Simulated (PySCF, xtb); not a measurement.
Si(F)(Br)(OH)2 (BrFH2O2Si), SMILES O[Si](Br)(F)O.

GFN2-xTB (xtb 6.7.1) at its own geometry gives an orbital gap of 7.80 eV and a dipole moment of 5.84 D.

Geometry: r2SCAN-D4/def2-SVP. The geometry has at least one imaginary mode, so it is a saddle point at that level. This is a generated structure with no PubChem entry under its InChIKey; it may be hypothetical. One conformer was computed; it need not be the lowest.

What does PySCF with PBE/def2-TZVP give? (Estimate from the structure and the level; the computed values follow.)

gap 6.49 eV (levels -7.45 and -0.95 eV), dipole 2.15 D.
